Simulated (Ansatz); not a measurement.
Mulliken charges of C$_{2}$H$_{4}$ClFGeSi (`F[SiH](Cl)C#[C][GeH3]`) from r2SCAN/def2-TZVPP in Ansatz (PBE0-D4/def2-TZVP geometry).

```json
{"atom": "F1", "x (Å)": "-2.289", "y (Å)": "-0.204", "z (Å)": "2.386", "charge (e)": "-0.299"}
{"atom": "Si2", "x (Å)": "-1.134", "y (Å)": "0.802", "z (Å)": "1.975", "charge (e)": "0.774"}
{"atom": "Cl3", "x (Å)": "-1.981", "y (Å)": "2.599", "z (Å)": "1.542", "charge (e)": "-0.225"}
{"atom": "C4", "x (Å)": "-0.286", "y (Å)": "0.164", "z (Å)": "0.513", "charge (e)": "-0.388"}
{"atom": "C5", "x (Å)": "0.316", "y (Å)": "-0.252", "z (Å)": "-0.455", "charge (e)": "0.000"}
{"atom": "Ge6", "x (Å)": "1.247", "y (Å)": "-0.908", "z (Å)": "-1.985", "charge (e)": "0.183"}
{"atom": "H7", "x (Å)": "-0.225", "y (Å)": "0.960", "z (Å)": "3.121", "charge (e)": "-0.078"}
{"atom": "H8", "x (Å)": "1.372", "y (Å)": "0.239", "z (Å)": "-2.991", "charge (e)": "0.011"}
{"atom": "H9", "x (Å)": "2.629", "y (Å)": "-1.387", "z (Å)": "-1.530", "charge (e)": "0.010"}
{"atom": "H10", "x (Å)": "0.435", "y (Å)": "-2.065", "z (Å)": "-2.573", "charge (e)": "0.012"}
```

By hand: the dipole of these point charges (1 e Å = 4.8032 D).

Σ q r = (0.656, -0.244, -0.417) e Å, of length 0.815 e Å = 3.91 D.

How does the dipole of the full density compare? (An estimate is asked.)

The calculation gave: (0.404, -0.132, -0.278) e Å, 2.44 D; the point charges give 1.60 times that, at 3° from its direction.

Point charges leave out the atoms' own dipoles, such as those of lone pairs, and Mulliken's split depends on the basis, so the two needn't agree.
